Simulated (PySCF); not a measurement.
Correlation energy of Ge²⁺ (germanium, charge +2)

[Ar] 3d10 4s2, closed-shell 1S. Computed with PySCF 2.14 in ANO-RCC-VTZP, with the spin-free X2C one-electron Hamiltonian (Gaussian nucleus). Frozen: [Ne]; 20 electrons correlated.

| level | correlation energy (mhartree) |
| --- | --- |
| CCSD | -573.10 |
| (T) | -6.23 |
| CCSD(T) | -579.33 |

Diagnostics: T1 = 0.0069, D1 = 0.0166, largest double amplitude 0.088.

Q: Is a single reference adequate?

A: Mostly. T1 lies below 0.03, but a double amplitude of this size points to a near-degeneracy that CCSD handles and MP2 describes poorly.
